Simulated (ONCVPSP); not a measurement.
**What the settings do to the ONCV potential of ytterbium (Yb)**

Base potential:

ONCVPSP 4.0.1 input, shortened (lines: element, Z, core and valence counts, functional; n l f; lmax; l rc ep ncon nbas qcut; lloc lpopt rc5 dvloc0; l nproj debl; icmod fcfact rcfact), PBE, scalar-relativistic:

```
  Yb 70.00   10    4        4      upf
    1    0    2.00
    2    0    2.00
    2    1    6.00
    3    0    2.00
    3    1    6.00
    3    2   10.00
    4    0    2.00
    4    1    6.00
    4    2   10.00
    4    3   13.00
    5    0    2.00
    5    1    6.00
    5    2    1.00
    6    0    1.00
    3
    0    1.90    0.00    4    9    6.50
    1    1.85    0.00    5    8    7.70
    2    3.30    0.00    3    8    4.40
    3    3.15    0.38    4    9    3.30
    4    5    1.70    3.00
    0    2    2.50
    1    3    1.30
    2    2    1.70
    3    2    1.30
    0    0.00    0.00
```

In the p channel the program set the typed energies aside and used -1.385, 0.250, 1.550 Ha.

Cutoffs, loose and tight: the cutoffs (Ha) at which the residual kinetic energy of the hardest occupied pseudo-wave falls to 1 and 0.1 mHa per electron. They do not see the model core or the augmentation charge, which bear on the density cutoff. Test errors are all-electron minus pseudo excitation energies from the reference, over the configurations 5s2 5p6 5d1 6s2; 5s2 5p6 5d1 6s0; 5s2 5p6 5d0 6s0; 5s2 5p6 5d1 6s1.5. A dash means not determined; rows that change the core or the reference have their own tests.

```csv
change,outcome,"cutoff, loose","cutoff, tight",bound ghosts,GHOST(+) flags above zero,largest test error (meV)
base,"generated, projector energies reset by the program",22 Ha,26 Ha,none,f,+87
"all radii scaled by about 1.22 (s 2.32, p 2.26, d 4.02, f 3.84 bohr); local potential polynomial inside 2.08 bohr (lpopt 5, dvloc0 3 Ha)","generated, projector energies reset by the program",16 Ha,21 Ha,none,p,+208
"all radii scaled by about 1.28 (s 2.44, p 2.38, d 4.22, f 4.04 bohr); local potential polynomial inside 2.18 bohr (lpopt 5, dvloc0 3 Ha)","generated, projector energies reset by the program",14 Ha,19 Ha,none,none,+245
```

Problem. What comes out with this change to the base: all radii scaled by about 0.90 (s 1.70, p 1.66, d 2.96, f 2.82 bohr); local potential polynomial inside 1.52 bohr (lpopt 5, dvloc0 3 Ha)?

Solution. outcome: generated, projector energies reset by the program; cutoff, loose: 24 Ha; cutoff, tight: 30 Ha; bound ghosts: none; GHOST(+) flags above zero: d, f; largest test error (meV): +44.

Problem. What comes out with this change to the base: all radii scaled by about 0.82 (s 1.56, p 1.52, d 2.70, f 2.58 bohr); local potential polynomial inside 1.40 bohr (lpopt 5, dvloc0 3 Ha)?

Solution. outcome: generated, projector energies reset by the program; cutoff, loose: 26 Ha; cutoff, tight: 45 Ha; bound ghosts: none; GHOST(+) flags above zero: s, p, f; largest test error (meV): +16.

Problem. What comes out with this change to the base: all radii scaled by about 1.08 (s 2.06, p 2.00, d 3.58, f 3.42 bohr); local potential polynomial inside 1.84 bohr (lpopt 5, dvloc0 3 Ha)?

Solution. outcome: generated, projector energies reset by the program; cutoff, loose: 20 Ha; cutoff, tight: 24 Ha; bound ghosts: none; GHOST(+) flags above zero: none; largest test error (meV): +132.

Reading the sweep of the scale of all radii (base = 1) (base included, trends over the rows without a ghost): The loose cutoff falls from 26 Ha at 0.82 to 14 Ha at 1.28. A larger radius leaves more room for a smooth pseudo-wave, so fewer plane waves are needed; a smaller one forces it to follow the all-electron wave where it bends sharply. The median size of the test errors (rows with all tests solved) falls from 11.0 meV at 0.82 to 3.1 meV at 1.28. This runs against the usual rule that a larger radius transfers worse; these runs do not show why.
